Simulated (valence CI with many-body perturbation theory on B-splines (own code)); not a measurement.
# E1 transitions of As III

Method: valence CI with perturbative core correlation (CI+MBPT): three valence electrons over a frozen Dirac-Fock core [Ar] 3d10, radial functions for each j: 11 s, 11 p, 10 d, 8 f, 5 g, 2 h, with the one-electron correlation potential Σ1 (screened to all orders), the two-electron term Σ2, the three-electron term Σ3, Breit, model QED; selected single and double excitations, second order for the rest, scaled by the run's own slope (own B-spline code, finite nucleus).

Against 13 measured levels this calculation errs by 212 cm⁻¹ on average and by 566 at most. These come from a selection out of Moore, Atomic Energy Levels, vol. II, NSRDS-NBS 35 (1971 reprint of NBS Circular 467, 1952), an old analysis. Levels without a partner in it may be off by more.

Lines 1 to 50 of 534 in falling wavelength, among levels below 25.764 eV, chosen from the strongest by gf and those to the six lowest levels. Wavelengths and rates use the calculated energies, so an error of 200 cm⁻¹ moves a line at 48700 Å by 9.7 % and its rate by three times that or more. Electric multipoles are in the length gauge, E1 and E2 with the static RPA response of the core. Weak lines are less certain than strong ones. Lines between different terms over intervals too small for the method are left out, as are lines whose strength nearly cancels. Where a level lies close to another of its J and parity, the split of strength between their lines is uncertain. The highest levels of a list are the least certain.

Names give the largest LS component (configuration and term), which can be under half, so a name can repeat, a term be missing and a line seem to break the LS rules; names also repeat where a configuration has a term twice.

```
λ vac (Å)             Upper             Lower   A (s⁻¹)  S (a.u.) with core polarisation  S without
    48700    4s2.7f 2F°_5/2   4s.4p.5p 4D_3/2  1.84e+03                         6.28e-01   6.28e-01
    47300     4s2.7d 2D_5/2  4s.4p.4d 2F°_7/2  2.56e+04                         8.03e+00   8.02e+00
    43970     4s2.6g 2G_9/2  4s.4p.4d 2F°_7/2  2.32e+04                         9.73e+00   9.72e+00
    41540    4s2.8p 2P°_1/2     4s2.7d 2D_3/2  4.14e+06                         2.93e+02   2.93e+02
    41450  4s.4p.5s 2P°_3/2     4s2.7s 2S_1/2  1.72e+05                         2.42e+01   2.42e+01
    39880    4s2.8p 2P°_3/2     4s2.7d 2D_5/2  4.13e+06                         5.18e+02   5.18e+02
    39810     4s2.7d 2D_3/2  4s.4p.4d 2D°_5/2  3.36e+03                         4.18e-01   4.18e-01
    39470    4s2.8p 2P°_3/2     4s2.7d 2D_3/2  4.70e+05                         5.71e+01   5.71e+01
    37060     4s2.6g 2G_7/2  4s.4p.4d 2D°_5/2  3.59e+03                         7.21e-01   7.21e-01
    36120  4s.4p.4d 4P°_3/2     4s2.7s 2S_1/2  2.80e+04                         2.61e+00   2.61e+00
    35400     4s2.6d 2D_3/2       4p3 2P°_3/2  1.51e+04                         1.32e+00   1.32e+00
    34880     4s2.6d 2D_5/2       4p3 2P°_3/2  9.58e+04                         1.20e+01   1.20e+01
    32730    4s2.8p 2P°_1/2     4s2.8s 2S_1/2  5.26e+06                         1.82e+02   1.82e+02
    32490     4s2.6d 2D_3/2       4p3 2P°_1/2  1.31e+05                         8.90e+00   8.90e+00
    31430    4s2.8p 2P°_3/2     4s2.8s 2S_1/2  5.83e+06                         3.58e+02   3.58e+02
    28940   4s.4p.5p 4D_5/2    4s2.8p 2P°_3/2  5.40e+04                         3.88e+00   3.88e+00
    25430   4s.4p.5p 2P_3/2    4s2.8p 2P°_3/2  4.65e+04                         1.51e+00   1.51e+00
    24640   4s.4p.5p 2P_3/2    4s2.8p 2P°_1/2  1.24e+05                         3.67e+00   3.67e+00
    23130    4s2.7p 2P°_1/2     4s2.6d 2D_3/2  1.00e+07                         1.22e+02   1.22e+02
    22080     4s2.9s 2S_1/2    4s2.8p 2P°_3/2  1.57e+07                         1.67e+02   1.67e+02
    21480     4s2.9s 2S_1/2    4s2.8p 2P°_1/2  7.98e+06                         7.81e+01   7.80e+01
    21320    4s2.7p 2P°_3/2     4s2.6d 2D_5/2  1.01e+07                         1.94e+02   1.94e+02
    21130    4s2.7p 2P°_3/2     4s2.6d 2D_3/2  1.15e+06                         2.14e+01   2.14e+01
    20590   4s.4p.5p 4P_1/2    4s2.8p 2P°_3/2  3.20e+05                         2.75e+00   2.75e+00
    20070   4s.4p.5p 4P_1/2    4s2.8p 2P°_1/2  1.45e+05                         1.16e+00   1.16e+00
    19210     4s2.7s 2S_1/2  4s.4p.5s 4P°_3/2  5.25e+04                         3.67e-01   3.68e-01
    18000    4s2.7p 2P°_1/2     4s2.7s 2S_1/2  1.42e+07                         8.19e+01   8.20e+01
    16770    4s2.7p 2P°_3/2     4s2.7s 2S_1/2  1.56e+07                         1.45e+02   1.45e+02
    15430     4s2.6d 2D_5/2  4s.4p.5s 4P°_3/2  5.46e+04                         5.94e-01   5.94e-01
    15240    4s2.7f 2F°_7/2     4s2.6g 2G_9/2  2.30e+06                         3.21e+01   3.21e+01
    15240    4s2.7f 2F°_7/2     4s2.6g 2G_7/2  6.56e+04                         9.18e-01   9.18e-01
    15220    4s2.7f 2F°_5/2     4s2.6g 2G_7/2  2.34e+06                         2.45e+01   2.45e+01
    15210   4s.4p.5p 4D_1/2  4s.4p.4d 2D°_3/2  1.91e+05                         6.62e-01   6.60e-01
    14880    4s2.7f 2F°_7/2     4s2.7d 2D_5/2  2.46e+07                         3.20e+02   3.20e+02
    14860    4s2.7f 2F°_5/2     4s2.7d 2D_5/2  1.64e+06                         1.59e+01   1.59e+01
    14800    4s2.7f 2F°_5/2     4s2.7d 2D_3/2  2.29e+07                         2.20e+02   2.20e+02
    14580    4s2.6p 2P°_1/2     4s2.5d 2D_3/2  1.53e+07                         4.67e+01   4.67e+01
    14470   4s.4p.5p 4D_5/2    4s2.6f 2F°_7/2  3.55e+04                         3.18e-01   3.18e-01
    14290     4s2.8s 2S_1/2    4s2.7p 2P°_3/2  2.97e+07                         8.56e+01   8.56e+01
    14130    4s2.6p 2P°_3/2     4s2.5d 2D_5/2  1.50e+07                         8.32e+01   8.31e+01
    13960    4s2.6p 2P°_3/2     4s2.5d 2D_3/2  1.71e+06                         9.17e+00   9.16e+00
    13860   4s.4p.5p 4D_3/2  4s.4p.4d 2D°_5/2  9.98e+04                         5.24e-01   5.23e-01
    13500     4s2.8s 2S_1/2    4s2.7p 2P°_1/2  1.70e+07                         4.12e+01   4.12e+01
    13430     4s2.6d 2D_3/2  4s.4p.5s 4P°_1/2  2.85e+04                         1.36e-01   1.36e-01
    13080     4s2.7d 2D_3/2    4s2.7p 2P°_3/2  5.50e+06                         2.43e+01   2.43e+01
    13030     4s2.7d 2D_5/2    4s2.7p 2P°_3/2  3.30e+07                         2.16e+02   2.16e+02
    12410     4s2.7d 2D_3/2    4s2.7p 2P°_1/2  3.20e+07                         1.21e+02   1.21e+02
    11500       4p3 4S°_3/2     4s2.5d 2D_5/2  5.86e+04                         1.76e-01   1.75e-01
    11140   4s.4p.5p 2P_3/2  4s.4p.4d 2D°_5/2  1.40e+06                         3.81e+00   3.79e+00
    11020   4s.4p.5p 2P_1/2  4s.4p.4d 2D°_3/2  2.72e+06                         3.59e+00   3.58e+00
```
